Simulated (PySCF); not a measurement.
C₂H₆ClGe, SMILES [CH3][Ge]([CH3])[Cl] (connectivity only; charge and spin as stated), charge +1, multiplicity 1.

The structure is a stationary point at B3LYP-D3(BJ)/def2-SVP. The multiplicity is an assumed one; no other spin state was optimised. The isomer is the one that the SMILES or the coordinates give; other isomers of the formula were not compared.

Level of theory: PySCF with B3LYP-D3(BJ)/def2-SVP.

Frequencies are harmonic and unscaled.

| mode | ν (cm⁻¹) | IR (km/mol) | moving atoms (share of kinetic energy) |
|---|---|---|---|
| 1 | 23 | 0.2 | H 96 % |
| 2 | 43 | 0.5 | H 98 % |
| 3 | 152 | 0.1 | Ge 38 %, C 30 %, H 25 % |
| 4 | 164 | 0.2 | C 52 %, H 33 %, Ge 10 % |
| 5 | 169 | 5.6 | Cl 32 %, C 32 %, Ge 18 %, H 18 % |
| 6 | 460 | 34.0 | Cl 65 %, Ge 20 %, C 12 % |
| 7 | 578 | 17.2 | C 64 %, H 16 %, Ge 15 % |
| 8 | 643 | 11.3 | C 59 %, Ge 24 %, H 17 % |
| 9 | 708 | 0.0 | H 85 %, C 15 % |
| 10 | 796 | 17.0 | H 81 %, C 17 % |
| 11 | 814 | 27.7 | H 77 %, C 19 % |
| 12 | 868 | 59.8 | H 77 %, C 20 % |
| 13 | 1249 | 6.8 | H 83 %, C 17 % |
| 14 | 1258 | 2.1 | H 84 %, C 16 % |
| 15 | 1395 | 4.7 | H 96 % |
| 16 | 1395 | 13.5 | H 96 % |
| 17 | 1400 | 0.1 | H 95 % |
| 18 | 1405 | 28.1 | H 96 % |
| 19 | 3026 | 41.4 | H 97 % |
| 20 | 3029 | 12.5 | H 97 % |
| 21 | 3130 | 8.5 | H 91 %, C 9 % |
| 22 | 3131 | 22.1 | H 91 %, C 9 % |
| 23 | 3174 | 18.8 | H 90 %, C 10 % |
| 24 | 3175 | 16.1 | H 90 %, C 10 % |
